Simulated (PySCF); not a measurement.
**Electron correlation in As (arsenic, neutral)**

[Ar] 3d10 4s2 4p3, high-spin 4S determinant. All numbers are calculated (PySCF 2.14, the spin-free X2C one-electron Hamiltonian (Gaussian nucleus), in x2c-QZVPPall (11s8p5d4f1g, 97 functions)). Frozen: [Ar] 3d10; 5 electrons correlated.

MP2 pair energies summed by pair of shells (mhartree):

```
 pair  energy  share (%)
4s-4p  -50.05       65.4
4p-4p  -15.87       20.7
4s-4s  -10.66       13.9
```

Total MP2 correlation energy: -76.58 mhartree.

Same-spin part -20.11 and opposite-spin part -56.47 mhartree; SCS-MP2 scales them by 1/3 and 6/5 to -74.46 mhartree.
